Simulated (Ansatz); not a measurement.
Br$_{2}$Cl$_{2}$Si, SMILES `Cl[Si](Cl)(Br)Br`, relaxed with RKS PBE-D4/def2-SVP in Ansatz 0.2.0 from a rough embedded geometry. The force threshold is 0.03 eV/Å; the program also tests the step.

Charge 0, multiplicity 1.

Start:

```xyz
5

Cl   -2.039   -0.033    0.313
Si   -0.018    0.000   -0.010
Cl    0.735   -1.208    1.424
Br    0.523   -0.796   -1.930
Br    0.798    2.037    0.204
```

Problem. By how much does the energy fall, and how many steps does the optimiser take? (Estimate.)

Solution. Computed: 8.11 kJ/mol, in 2 steps.

Problem. Which bonds change most? (An estimate is asked.)

Solution. The calculation gave: Si2–Br4 from 2.147 to 2.214 Å; Si2–Cl3 from 2.020 to 2.057 Å; Cl1–Si2 from 2.047 to 2.057 Å; Si2–Br5 from 2.205 to 2.214 Å.

Problem. Give the relaxed structure. (Estimate.)

Solution. The calculation gave: 
```xyz
5

Cl   -2.058    0.008    0.255
Si   -0.015   -0.015    0.021
Cl    0.805   -1.219    1.473
Br    0.491   -0.816   -1.980
Br    0.777    2.042    0.231
```
